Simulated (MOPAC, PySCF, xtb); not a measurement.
Dimer: C2H4 (SMILES C=C) (first 6 atoms) with H4OSi (SMILES O[SiH3]); geometry from B3LYP-D3(BJ)/def2-TZVP, rigid monomers moved along the line of their centres of mass till C2···H9 is 2.76 Å.
(charge 0, multiplicity 1):
```xyz
12

C      0.6359     0.5771     0.2490
C     -0.0404    -0.5603     0.1469
H      0.1645     1.4910     0.5903
H      1.6860     0.6407    -0.0089
H      0.4294    -1.4733    -0.1983
H     -1.0918    -0.6222     0.4008
O      0.6240    -0.5050     3.7612
Si    -0.6907     0.2326     4.4264
H      0.7005    -0.4646     2.7993
H     -0.7219     1.6865     4.1221
H     -0.5895     0.0341     5.8863
H     -1.9629    -0.3535     3.9306
```

Interaction energies are E(AB) − E(A) − E(B) at the monomers' geometry in the complex; basis-set methods are counterpoise corrected. Rows marked so take none.

Rows in 6-31G* carry no dispersion term and start afresh at each structure (6-31G* with six Cartesian d functions). The state reached by PM3 isn't checked.

Codes used: MOPAC for PM3 (differences of heats of formation); PySCF for 6-31G* rows; xtb for the GFN methods. 

Task: One of these levels gives -2.92 kcal/mol for the interaction energy. Which one is it?
A. PM3
B. GFN-FF
C. GFN2-xTB
D. HF/6-31G* (no counterpoise)

Result: D, HF/6-31G* (no counterpoise). The others give -2.38 (GFN-FF), -0.82 (PM3), -2.00 (GFN2-xTB)
